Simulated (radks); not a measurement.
Q: Dipole-allowed excitations along the series with 12 electrons in [Ne] 3s2. Calculated with a radial shooting solver on a logarithmic mesh with Libxc functionals: non-relativistic Kohn-Sham, LDA (Slater exchange, Perdew-Wang correlation), spin-unpolarised, spherical densities, point nucleus. Time-dependent linear response with the Hartree and adiabatic LDA kernel, continuum included through the Sternheimer equations. Lines are the poles of the dipole polarisability below minus the highest occupied eigenvalue, found on a grid refined at the orbital gaps; the lowest seven at most are given, and weak or close lines can be missed. The first line takes the name of the lowest orbital gap if no other gap lies below it; otherwise a line is named after a gap within 0.6 % of it, if that gap stands alone.

species  -e(HOMO) (eV)  lowest orbital gap (eV)  first line (eV)      f  static alpha (bohr^3)
Cr12+           339.20             3s-3p 28.612   36.240 (3s-3p)  0.789                 0.4667
Mn13+           387.11             3s-3p 30.641   38.751 (3s-3p)  0.751                 0.3883
Fe14+           438.05             3s-3p 32.668   41.258 (3s-3p)  0.717                 0.3267
Co15+           492.03             3s-3p 34.693   43.761 (3s-3p)  0.686                 0.2775
Ni16+           549.05             3s-3p 36.716   46.261 (3s-3p)  0.657                 0.2377

Estimate the first line of V11+, its oscillator strength and the static polarisability.

A: 33.724 eV (3s-3p), f = 0.831, alpha = 0.5679 bohr^3.
